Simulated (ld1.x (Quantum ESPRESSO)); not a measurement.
**Sn, TM: configuration errors across variants**

ld1.x (Quantum ESPRESSO) 7.5 input, shortened:

```
&input
   title='Sn', zed=50., rel=2, dft='PBE', iswitch=3,
   config='[Kr] 4d10 5s2 5p2', rel_dist='average'
 /
 &inputp
   pseudotype=2, tm=.true., lloc=0,
   nlcc=.true.
 /
3
5P  2  1   2.00   0.00  2.05  2.05  0.0
4D  3  2  10.00   0.00  1.40  1.40  0.0
5S  1  0   2.00   0.00  1.90  1.90  0.0
 &test
   configts(1)='4d10 5s2 5p2'
 /
```

Open shells are filled in proportion to 2j + 1 (rel_dist='average').

All-electron excitation energies from the reference (eV): (1) 4d10 5s2 5p1 6.887; (2) 4d10 5s2 5p0 20.858; (3) 4d10 5s1 5p0 51.828; (4) 4d10 5s2 5p2.3 -0.853; (5) 4d10 5s1 5p3 6.959; (6) 4d10 5s0 5p0 92.952; (7) 4d10 5s1 5p2 14.517.

The default core radius of the base comes out at 0.65 bohr.

4 further variants failed, have other tests or another functional or relativity, and are left out.

A true bound ghost makes a file unfit for plane-wave use even where its test errors are small: the radial tests pick states by their node count and pass the ghost by.

The file “local potential the d channel” misses its own reference levels by 0.6 eV.

Errors AE − PS in meV (a dash: test not solved or not reliable):

| change | (1) | (2) | (3) | (4) | (5) | (6) | (7) | bound ghosts |
| --- | --- | --- | --- | --- | --- | --- | --- | --- |
| base | +0.4 | -2.1 | -17 | -0.1 | -1.7 | -75 | +0.4 | none |
| local potential the d channel | +0.1 | -1.0 | -12 | -0.1 | -1.7 | -64 | -0.8 | s, p3/2, p1/2 |
| wave 4d (bound): rc 1.40 bohr becomes 4d (bound): rc 1.96 bohr | +0.4 | -1.8 | -16 | -0.1 | -1.8 | -78 | +0.4 | none |
| wave 5p (bound): rc 2.05 bohr becomes 5p (bound): rc 2.30 bohr | – | -2.7 | -16 | -0.1 | -2.4 | -71 | -0.2 | none |
| all radii but the core radius scaled by about 0.80 (s 1.52, p 1.64, d 1.12 bohr) | +1.3 | +8.8 | +15 | -0.1 | -0.8 | -51 | +0.6 | p3/2, p1/2 |
| core correction a·sin(br)/r model core inside 0.80 bohr | +0.4 | -2.1 | -17 | -0.1 | -1.7 | -75 | +0.4 | none |
| wave 4d (bound): rc 1.40 bohr becomes 4d (bound): rc 1.92 bohr | +0.4 | -1.8 | -16 | -0.1 | -1.8 | -78 | +0.4 | none |
| type PAW; waves now 5s (bound): rcut 1.65, rcutus 1.90 bohr; 5s channel at 3.05 Ry: rcut 1.65, rcutus 1.90 bohr; 5p (bound): rcut 1.80, rcutus 2.05 bohr; 5p channel at 2.45 Ry: rcut 1.80, rcutus 2.05 bohr; 4d (bound): rcut 1.20, rcutus 1.40 bohr; 4d channel at 0.25 Ry: rcut 1.20, rcutus 1.40 bohr; local potential all-electron potential smoothed inside 2.05 bohr (lloc = -1); augmentation BESSEL, radius 1.20 bohr | +0.1 | -0.3 | -5.4 | -0.1 | -0.3 | -24 | -0.2 | not determined |

**Question.** Give the same row for: wave 5s (bound): rc 1.90 bohr becomes 5s (bound): rc 1.54 bohr.

**Answer.** +0.2, -1.0, +1.1, -0.1, -1.8, -51, +1.5; bound ghosts: none.
